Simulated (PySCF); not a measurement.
Polarisability and C₆ of Sm(40+) (samarium, charge +40)

[Ar] 3d4, high-spin 5D determinant. Calculation: PySCF 2.14, in an uncontracted even-tempered set (16 s from 7.7 bohr⁻², ratio 2.5; 11 p from 10 bohr⁻², ratio 2.5; 7 d from 10 bohr⁻², ratio 2.5; 4 f from 37 bohr⁻², ratio 2.7; 3 g from 55 bohr⁻², ratio 2.7); no relativity, point nucleus. Coupled (time-dependent) response in atomic units; α is the mean over directions.

```json
{"method": "UHF", "mean α (bohr³)": "0.008150", "α xx, yy, zz": "0.008466, 0.008466, 0.007519", "C₆ (like pair)": "0.0008585", "S(−4)": "6.621e-05"}
{"method": "PBE0", "mean α (bohr³)": "0.008124", "α xx, yy, zz": "0.008449, 0.008449, 0.007474", "C₆ (like pair)": "0.0008569", "S(−4)": "6.559e-05"}
```

S(−4) is the Cauchy moment in α(ω) = α(0) + S(−4) ω² + …

Spin-orbit coupling is absent.

α(iu) at UHF:

| u (hartree) | α(iu) (bohr³) |
| --- | --- |
| 0 | 0.008150 |
| 2.00 | 0.007896 |
| 4.00 | 0.007249 |
| 8.00 | 0.005654 |
| 12.0 | 0.004425 |
| 16.0 | 0.003632 |
| 20.0 | 0.003118 |
| 30.0 | 0.002398 |
| 40.0 | 0.001992 |
| 60.0 | 0.001471 |
| 100 | 0.0008787 |

A single London oscillator, α(iu) = α/(1 + u²/ω²), gives C₆ = (3/4) ω α². Matching the computed C₆ needs ω = 4 × 0.0008585 / (3 × 0.008150²) = 17.2 hartree.

For an ion, C₆ is the dispersion term alone; charge-induced terms of lower order in 1/R come first.

The components differ because the open shell of this determinant is not spherical; for a pure term their mean is the scalar polarisability.

A non-relativistic calculation at this Z misses sizeable relativistic shifts. Spin-orbit coupling is strong in this species (close to jj coupling), so the high-spin LS determinant is a model state, not a physical level.
